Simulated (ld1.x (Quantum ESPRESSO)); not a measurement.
**Pb, TM: configuration errors across variants**

ld1.x (Quantum ESPRESSO) 7.5 input, shortened:

```
&input
   title='Pb', zed=82., rel=2, dft='WC', iswitch=3,
   config='[Xe] 4f14 5d10 6s2 6p1 6d-2', rel_dist='average'
 /
 &inputp
   pseudotype=2, tm=.true., lloc=0,
   nlcc=.true., new_core_ps=.true., rcore=1.25
 /
3
6P  2  1   1.00   0.00  2.10  2.10  0.0
6D  3  2  -2.00  -0.20  1.70  1.70  0.0
6S  1  0   2.00   0.00  1.75  1.75  0.0
 &test
   configts(1)='6s2 6p1'
 /
```

Open shells are filled in proportion to 2j + 1 (rel_dist='average').

All-electron excitation energies from the reference (eV): (1) 6s2 6p2 -6.715; (2) 6s2 6p0 13.610; (3) 6s1 6p0 46.113; (4) 6s2 6p1.5 -4.159; (5) 6s2 6p2.3 -7.547; (6) 6s1 6p2 9.423; (7) 6s1 6p3 1.894.

A true bound ghost makes a file unfit for plane-wave use even where its test errors are small: the radial tests pick states by their node count and pass the ghost by.

Errors AE − PS in meV (a dash: test not solved or not reliable):

```csv
change,(1),(2),(3),(4),(5),(6),(7),bound ghosts
base,-15,-50,-459,-5.5,-20,-34,-16,"d3/2, d5/2"
"all radii but the core radius scaled by about 0.74 (s 1.30, p 1.56, d 1.26 bohr)",-12,-30,-204,-4.1,-17,-14,-11,"p3/2, p1/2, d3/2, d5/2, s (extra level of the local part)"
"all radii but the core radius scaled by about 0.84 (s 1.46, p 1.76, d 1.42 bohr)",-15,-45,-424,-5.3,-20,-33,-16,"p1/2, p3/2, d3/2, d5/2"
"all radii but the core radius scaled by about 1.04 (s 1.82, p 2.18, d 1.76 bohr)",-15,-50,-457,-5.5,-20,-35,-17,"d3/2, d5/2"
"all radii but the core radius scaled by about 1.13 (s 1.98, p 2.38, d 1.92 bohr)",-16,-50,-454,-5.5,-21,-36,-18,"d3/2, d5/2"
"all radii but the core radius scaled by about 1.17 (s 2.06, p 2.46, d 2.00 bohr)",-16,-50,-454,-5.5,-21,-36,-18,"d3/2, d5/2"
"all radii but the core radius scaled by about 1.30 (s 2.28, p 2.72, d 2.20 bohr)",-15,-50,-459,-5.5,-20,-37,-19,"d3/2, d5/2"
"all radii but the core radius scaled by about 1.37 (s 2.40, p 2.88, d 2.34 bohr)",-15,-51,-469,-5.5,-20,-36,-18,"d3/2, d5/2"
```

Q: Give the same row for: all radii but the core radius scaled by about 0.95 (s 1.68, p 2.00, d 1.62 bohr).

A: -15, -50, -461, -5.5, -20, -33, -15; bound ghosts: d5/2, d3/2.
